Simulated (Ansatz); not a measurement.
Consider the redistribution: `BN[SiH2]Cl` + `OCOC[SiH3]` → `BCOCO` + `[SiH3]N[SiH2]Cl`.

Isolated molecules relaxed with PBE0-D4/def2-TZVP in Ansatz; ΔE leaves out vibrations. CCSD(T)/CBS is the MP2 limit (def2-TZVPP, def2-QZVPP) plus CCSD(T) − MP2 in def2-TZVPP, frozen cores. Functionals use def2-TZVPP. B3LYP here is the variant with VWN-RPA as its local correlation; programs differ in this. Each species was taken in one conformer, which may not be the lowest.

```
             level  ΔE (eV)
            PBE-D4     0.67
         r2SCAN-D4     0.60
           PBE0-D4     0.62
          B3LYP-D4     0.60
           ωB97X-V     0.57
               PBE     0.67
             B3LYP     0.60
CCSD(T)/def2-TZVPP     0.61
```

**Question.** What does CCSD(T)/CBS give? (Best estimate.)

**Answer.** The calculation gave: +0.59 eV. The listed levels differ from it by 0.08, 0.01, 0.03, 0.01, -0.02, 0.08, 0.01, 0.02 eV.

Largest T1 diagnostic among the species: 0.012.

From PBE to PBE0 (25 % exact exchange), in def2-TZVPP and without D4, ΔE moves by −0.05 eV. In def2-TZVPP, CCSD(T) changes the Hartree–Fock value by +0.16 eV (the triples alone add +0.03 eV) and MP2 by +0.14 eV.
